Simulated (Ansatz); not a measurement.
```yaml
crystal:
  periodic: [false, false, false]
  atoms:
    - {symbol: C, position_ang: [-1.055998, 1.424812, -0.459013]}
    - {symbol: Sc, position_ang: [-0.278168, -0.435927, -0.604913]}
    - {symbol: C, position_ang: [1.237720, -1.156338, 1.026259]}
    - {symbol: Cl, position_ang: [-1.156552, -1.915244, -2.354332]}
    - {symbol: H, position_ang: [-2.045727, 1.797251, -0.785803]}
    - {symbol: H, position_ang: [-0.997511, 2.000623, 0.544636]}
    - {symbol: H, position_ang: [-0.382926, 2.289904, -1.085094]}
    - {symbol: H, position_ang: [1.629924, -0.245175, 1.992685]}
    - {symbol: H, position_ang: [1.083304, -2.242697, 1.398737]}
    - {symbol: H, position_ang: [2.457679, -1.420842, 0.385225]}
basis:
  gaussian: {orbitals: ANO-RCC-VTZP}
hamiltonian: {xc: {name: LC-wPBE}}
relax: {f_tol: 0.0001, max_steps: 1}
output: {forces: true}
```

```sh
$ ansatz run in.yaml --threads 4 --pin off --events-out ev --progress --plain --max-ram 10444MiB
```

**Question.** How does Ansatz answer? (Estimate.)

**Answer.** The calculation gave: The calculation stopped without meeting its thresholds.
```
Functional definition: LC-wPBE
1629 factors; their error is unknown
748 factors; integrals over basis functions are off by at most 1.8e-5 eV
mean field evaluation 1: about -35516.2271 eV, gradient 5.2e1 eV
mean field evaluation 2: about -35517.8212 eV, gradient 4.9e1 eV
mean field evaluation 4: about -35523.1015 eV, gradient 1.9e0 eV
mean field evaluation 8: about -35523.1291 eV, gradient 9.4e-2 eV
mean field evaluation 16: about -35523.0919 eV, gradient 9.6e-4 eV
mean field -35523.09190260 eV, -1305.4495490041 hartree, gradient 6.9e-5 eV, S^2 0.000000; 0 other end points of the search recorded, 0 dependent functions left out
reference -35523.09190261 eV, -1305.4495490046 hartree; 28, 28 occupied and 209, 209 virtual orbitals, 1629 factors
relax step   1: F+E_penalty+E_count = -35523.09190260 eV  Δ(F+E_penalty+E_count) = +0.000e0 eV  max|allowed force component| = 6.106e0 eV/Å  Δτ_max = 0.0000 Å  (34 SCF iters, accepted)
Error: geometry relaxation did not converge after 1 steps: max|allowed force component| = 6.11e0 eV/Å (threshold 1.0e-4). Raise `relax.max_steps` over both its present limit and 1, loosen `relax.f_tol`, or start from a geometry closer to equilibrium. Where this run's directory can be resumed (`checkpoint.write`), a resume goes on for up to `relax.max_steps` more
```
